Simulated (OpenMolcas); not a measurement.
**Fe2+: moving or changing the point charges**

Fe2+ among 3 point charges of -2.5 e arranged as a planar triangle (D3h), 1.85 Å from the ion.
```
   1.8500    0.0000    0.0000  -2.50
  -0.9250    1.6021    0.0000  -2.50
  -0.9250   -1.6021    0.0000  -2.50
```

```
Program             : OpenMolcas 26.06
Method              : CASSCF
Basis               : ANO-RCC-VDZP [5s4p2d1f]
Scalar Hamiltonian  : DKH2, point nucleus
Active space        : 6 electrons in 5 orbitals (3d)
State averaging     : 2S+1 = 5 even, 5 roots; 2S+1 = 3 even, 45 roots; 2S+1 = 1 even, 50 roots
Spin-orbit coupling : RASSI with atomic mean-field integrals over the reference wave functions
```

Runs around this geometry, states (labels of D3, the rotations of D3h). Energies in cm-1 above the lowest state or level, χT in cm3 K/mol.

| R (Å) | q (e) | Ground state | First state of that spin | First gap with spin-orbit (degeneracies) | χT at 300 K | First state of another spin |
| --- | --- | --- | --- | --- | --- | --- |
| 1.85 | -1.62 | 5A1 | 5E 3528 | 10.7 (1, 2) | 3.442 | 3A2 23877 |
| 1.85 | -2.5 | 5A1 | 5E 8645 | 5.8 (1, 2) | 3.168 | 3A2 23477 |
| 1.99 | -2.5 | 5A1 | 5E 5983 | 7.4 (1, 2) | 3.255 | 3A2 23957 |

Taking the first state of the same spin as R^-n, n = -ln(5983 / 8645) / ln(1.99 / 1.85) = 5.0 between the shortest and longest distance.

Scaling the charges by -1.62 / -2.5 = 0.65 scales the first state of the same spin by 3528 / 8645 = 0.41; with fixed orbitals a first-order splitting would follow the charge.

Without dynamic correlation the repulsion within the d shell is too large (B by tens of per cent), so at a given field states of lower spin stand too high. Point charges carry no covalency, so the field is a model and not that of real ligands. No measured value stands beside these numbers.
